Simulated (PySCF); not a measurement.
Electron correlation in S²⁺ (sulfur, charge +2)

[Ne] 3s2 3p2, high-spin 3P determinant. All numbers are calculated (PySCF 2.14, the non-relativistic Hamiltonian (point nucleus), in aug-cc-pV(Q+d)Z (7s6p5d3f2g, 89 functions)). Frozen: [Ne]; 4 electrons correlated.

MP2 pair energies summed by pair of shells (mhartree):

```tsv
pair	energy	share (%)
3s-3p	-45.88	63.3
3s-3s	-19.26	26.6
3p-3p	-7.36	10.2
```

Total MP2 correlation energy: -72.50 mhartree.

Same-spin part -11.72 and opposite-spin part -60.78 mhartree; SCS-MP2 scales them by 1/3 and 6/5 to -76.85 mhartree.
